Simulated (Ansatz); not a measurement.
Relaxation of CH6BFO (10 atoms, charge 0, multiplicity 1), to a largest force component of 0.03 eV/Å in at most 50 steps.

Theory: RHF/6-31G* (Ansatz).

```xyz
10
Properties=species:S:1:pos:R:3
B 0.087 -0.395 -0.403
F -0.305 -0.106 2.079
H 0.977 0.382 -0.309
H -0.963 -0.110 -0.893
O 0.367 -1.694 -0.040
C -0.605 -2.706 -0.160
H -0.093 -3.660 -0.142
H -1.305 -2.667 0.667
H -1.153 -2.615 -1.090
H 0.284 -0.803 1.976
```

Problem. Where does it end, and by what steps?

Solution. The run converged. The force dipped under the threshold on the way, but the program's further checks kept it going. After 27 steps the energy has fallen by 0.197 eV; F2 moved furthest, 1.45 Å.

```tsv
step	energy less start (eV)	largest force component (eV/Å)	accepted
0	0.0000	1.100	yes
1	-0.0331	0.649	yes
2	-0.0266	1.312	no
3	-0.0535	0.679	yes
4	-0.0685	0.527	yes
5	-0.0859	0.428	yes
6	-0.0946	0.656	yes
7	-0.1207	0.288	yes
8	-0.1377	0.213	yes
9	-0.1186	1.108	no
10	-0.1515	0.138	yes
11	-0.1609	0.295	yes
12	-0.1744	0.258	yes
13	-0.1742	0.759	no
14	-0.1802	0.273	yes
15	-0.1882	0.104	yes
16	-0.1932	0.053	yes
17	-0.1948	0.126	yes
18	-0.1950	0.242	yes
19	-0.1944	0.220	no
20	-0.1956	0.143	yes
21	-0.1963	0.019	yes
22	-0.1965	0.031	yes
23	-0.1946	0.496	no
24	-0.1966	0.019	yes
25	-0.1969	0.014	yes
26	-0.1955	0.417	no
27	-0.1971	0.015	yes
```

```xyz
10
Properties=species:S:1:pos:R:3
B 0.047 -0.308 -0.808
F 0.278 -1.168 2.868
H 0.550 0.729 -0.522
H -0.276 -0.578 -1.924
O -0.152 -1.192 0.185
C -0.734 -2.468 0.006
H -0.005 -3.222 0.269
H -1.585 -2.552 0.666
H -1.049 -2.605 -1.020
H 0.215 -1.009 1.964
```

The run took 33 s on 1 thread of Arm Neoverse V2 (shared host), peak memory 0.15 GiB.
